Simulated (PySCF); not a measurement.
Problem. What does the PBE0-D3(BJ)/def2-SVP structure of `C[SiH2][O][Ge@@H]([CH3])[Cl]` look like in three dimensions?

Solution. 
```xyz
15
C2H9ClGeOSi angstrom
C      2.6626    0.3974    0.1287
Si     1.2344   -0.5794    0.8283
O      0.0878   -0.9010   -0.3453
Ge    -1.2191    0.0318   -1.0700
C     -2.8019   -0.0633    0.0315
Cl    -0.5631    2.1067   -1.0979
H      3.1386   -0.1465   -0.7016
H      2.3071    1.3672   -0.2510
H      3.4242    0.5817    0.9030
H      0.5959    0.1747    1.9560
H      1.6941   -1.9034    1.3430
H     -1.3535   -0.4315   -2.5245
H     -3.5984    0.5633   -0.3939
H     -2.5606    0.2999    1.0403
H     -3.1512   -1.1040    0.0958
```

Orientation and origin are arbitrary. Atoms count from 1 in this order. Of the pairs four or more bonds apart, Cl6···H8 is among the closest relative to their van der Waals radii: 3.08 Å, 104 % of the sum of Bondi's values. Ge4 (germanium bonded to C, Cl, O and H) is distorted tetrahedral (angles from 106.6° to 117.0°). Si2 (oxygen-bound silicon) is tetrahedral (angles from 106.4° to 111.2°).

Bonds between heavy atoms (Å): C1–Si2 1.866, Si2–O3 1.672, O3–Ge4 1.762, Ge4–C5 1.931, Ge4–Cl6 2.176.

Method used: PBE0-D3(BJ)/def2-SVP geometry optimisation, gas phase (PySCF).

Point group: C1 (no symmetry element, even within 0.4 Å). PBE0-D3(BJ)/def2-SVP frequencies: not computed here. One conformer, not necessarily the lowest (C1–Si2–O3–Ge4 -80°, Si2–O3–Ge4–C5 -84°).
